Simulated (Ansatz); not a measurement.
cyclopentene (C₅H₈), SMILES C1=CCCC1.

Coordinates come from a B3LYP-D3(BJ)/def2-SVP optimisation. One conformer was computed; it need not be the lowest.

Two levels are set side by side: PBE/def2-TZVPD (Ansatz, a program for electronic structure) and PBE0/def2-TZVPD (Ansatz). Energy differences of separate SCF runs at the same geometry; the states with an electron removed or added have multiplicity 2 and 2. Differences are taken from unrounded values.

```tsv
quantity	PBE0	PBE	PBE minus PBE0
vertical ionisation energy (eV)	8.91	8.81	-0.10
vertical singlet–triplet gap (eV)	4.10	4.23	0.12
```
